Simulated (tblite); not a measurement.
C3H9F3OSi2.
Structure used (GFN2-xTB), in Å, numbered top down from 1:
```xyz
18
C3H9F3OSi2 angstrom
F     -2.8657   -1.8641   -0.0436
C     -1.5911   -1.4695    0.1512
F     -0.8284   -2.3618   -0.4872
F     -1.3532   -1.6300    1.4631
C     -1.3802   -0.0404   -0.3105
C     -0.0438    0.5350    0.1604
Si     0.1675    2.3802   -0.3161
O      1.0081   -0.1532   -0.4768
Si     2.2154   -1.0163    0.1839
H     -2.2055    0.5531    0.0854
H     -1.4227   -0.0413   -1.4008
H      0.0234    0.3973    1.2461
H      0.0869    2.4695   -1.7715
H      1.4731    2.8078    0.1761
H     -0.9164    3.1308    0.3229
H      2.8072   -1.5249   -1.0403
H      1.7170   -2.0410    1.1009
H      3.0997   -0.1250    0.9452
```

Computed with GFN2-xTB (tblite): harmonic, unscaled wavenumbers at the GFN2-xTB geometry, gas phase. The method is semi-empirical: single wavenumbers can be off by several per cent or more. Modes of hydrogen on silicon can be 10 to 20 % off. One conformer, not necessarily the lowest.

Harmonic wavenumbers (cm⁻¹): 27.3, 57.5, 78.7, 99.7, 113.6, 123.3, 174.7, 185.1, 265.3, 282.2, 337.1, 413.7, 476.5, 486.2, 544.3, 562.8, 583.2, 601.9, 625.4, 733.5, 743.1, 752.6, 767.0, 774.2, 792.4, 804.7, 828.1, 845.9, 923.6, 1027.3, 1041.1, 1074.4, 1127.4, 1192.6, 1199.3, 1232.8, 1295.1, 1334.1, 1423.7, 2210.0, 2259.8, 2269.9, 2301.2, 2309.6, 2364.6, 2890.9, 2997.9, 3002.7.

A = 1384, B = 815.5, C = 581.3 MHz; mass 174.014 u (most abundant isotopes); point group C1, symmetry number 1.

Task: Zero-point energy?

Result: ½Σν̃ = 24279 cm⁻¹ = 69.42 kcal/mol.

Task: Give the ideal-gas entropy at 273.15 K and 1 bar in the rigid-rotor, harmonic-oscillator model (classical rotation).

Result: Translation 40.96, rotation 30.31, vibration 37.32: S = 108.6 cal/(mol K).

Task: And Cp and H(273.15 K) − H(0)?

Result: Cp = 43.84 cal/(mol K), of which vibrations give 35.89 (their classical limit is 48 R = 95.4); H(273.15 K) − H(0) = 7.33 kcal/mol without the zero-point energy, 5.16 from vibrations.

Task: Which modes carry the vibrational entropy at 273.15 K?

Result: 27.3 cm⁻¹: 5.84; 57.5 cm⁻¹: 4.37; 78.7 cm⁻¹: 3.75; 99.7 cm⁻¹: 3.29; 113.6 cm⁻¹: 3.04; 123.3 cm⁻¹: 2.88 cal/(mol K); the other 42 give 14.15 together.

Task: Blend soft modes into free rotors: weight 1/[1 + (100 cm⁻¹/ν̃)⁴] for the oscillator and the rest for a rotor with moment μB/(μ + B), μ = h/(8π²ν), B = 10⁻⁴⁴ kg m². What vibrational entropy results?

Result: 33.58 cal/(mol K) in place of 37.32, which changes −T·S at 273.15 K by +1.02 kcal/mol.

Task: How do the functions run with temperature in this model?

Result: 
```json
{"T (K)": "50", "S (cal/(mol K))": "63.4", "Cp (cal/(mol K))": "16.1", "H − H(0) (kcal/mol)": "0.57", "G − H(0) (kcal/mol)": "-2.60", "ln q(vib)": "1.07"}
{"T (K)": "100", "S (cal/(mol K))": "76.9", "Cp (cal/(mol K))": "22.9", "H − H(0) (kcal/mol)": "1.56", "G − H(0) (kcal/mol)": "-6.12", "ln q(vib)": "2.97"}
{"T (K)": "298.15", "S (cal/(mol K))": "112.6", "Cp (cal/(mol K))": "46.7", "H − H(0) (kcal/mol)": "8.46", "G − H(0) (kcal/mol)": "-25.10", "ln q(vib)": "10.14"}
{"T (K)": "373.15", "S (cal/(mol K))": "123.9", "Cp (cal/(mol K))": "54.3", "H − H(0) (kcal/mol)": "12.26", "G − H(0) (kcal/mol)": "-33.97", "ln q(vib)": "12.70"}
{"T (K)": "500", "S (cal/(mol K))": "141.3", "Cp (cal/(mol K))": "64.4", "H − H(0) (kcal/mol)": "19.82", "G − H(0) (kcal/mol)": "-50.81", "ln q(vib)": "16.85"}
{"T (K)": "750", "S (cal/(mol K))": "170.0", "Cp (cal/(mol K))": "77.2", "H − H(0) (kcal/mol)": "37.66", "G − H(0) (kcal/mol)": "-89.85", "ln q(vib)": "24.38"}
{"T (K)": "1000", "S (cal/(mol K))": "193.4", "Cp (cal/(mol K))": "85.0", "H − H(0) (kcal/mol)": "58.00", "G − H(0) (kcal/mol)": "-135.36", "ln q(vib)": "31.06"}
```

q(vib) and H(0) count from the zero-point level.

Task: What must be added to the electronic energy to get the Gibbs energy at 273.15 K and 1 bar?

Result: ZPE + [H(273.15 K) − H(0)] − T·S = 69.42 + 7.33 − 29.66 = 47.09 kcal/mol.

Hindered rotation and anharmonicity are outside this model. Other conformers, if any are populated, would add a mixing term that is left out. The structure is chiral; the term R ln 2 for an equal mix with its mirror image is left out.
